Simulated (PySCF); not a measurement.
Peak assignment

Bonds (- single, = double, # triple, : aromatic): C1-C2, C2-C3, C3:N4, N4:C5, C5:N6, N6:N7, N7:C8, C8-C9, C8:C3. C1 carries H10, H11, H12; C2 carries H13, H14; C5 carries H15; C9 carries H16, H17, H18.

PySCF 2.14 calculation with geometry: GFN2-xTB and σ from GIAO-PBE0/pcSseg-1; a single conformation, gas phase, no relativistic terms, averaged over atoms made equivalent by symmetry, fast rotation or ring inversion.

δ = σ(ref) − σ, references computed at the same level: ¹³C and ¹H against TMS.

**Question.** Assign these signals to the numbered atoms. ¹³C{¹H} NMR (computed): δ 164.8 (C), 164.3 (C), 162.2 (CH), 30.4 (CH2), 22.4 (CH3), 10.9 (CH3).

**Answer.** 
164.8 → C3, substituted aromatic carbon next to a ring nitrogen
164.3 → C8, substituted aromatic carbon next to a ring nitrogen
162.2 → C5, aromatic CH between two ring heteroatoms
30.4 → C2, sp3 CH2 on an aromatic ring: a saturated carbon with 2 carbon neighbours and no heteroatom attached
22.4 → C9, methyl carbon on an aromatic ring: aliphatic region, no heteroatom directly attached
10.9 → C1, methyl carbon: saturated and bonded to C and H only

C3 and C8 lie closer than the usual error of such a calculation, so a measured spectrum could show them in the other order.

**Question.** Assign these signals to the numbered atoms. ¹H NMR (300 MHz, computed): δ 9.83 (s, 1H), 2.84 (s, 3H), 2.71 (q, 2H), 1.56 (t, 3H).

**Answer.** 
9.83 → H15, hydrogen on an aromatic CH between two ring heteroatoms: aromatic region
2.84 → H16/H17/H18, hydrogen on a methyl carbon on an aromatic ring: benzylic-type position, deshielded by the ring
2.71 → H13/H14, hydrogen on an sp3 CH2 on an aromatic ring: benzylic-type position, deshielded by the ring
1.56 → H10/H11/H12, hydrogen on a methyl carbon

Shifts are as computed. Against solution values, carbons near 30 ppm lie about +3 ppm off and those near 130 ppm about +5 ppm. Of 1211 compounds with measured shifts, 218 miss one by over three times the rms of a fit or turn the order of signals round; such compounds aren't used in these exercises. Multiplicities follow the n + 1 count of equivalent neighbours, as no J values were calculated; m marks all less simple cases, F and P coupling included.
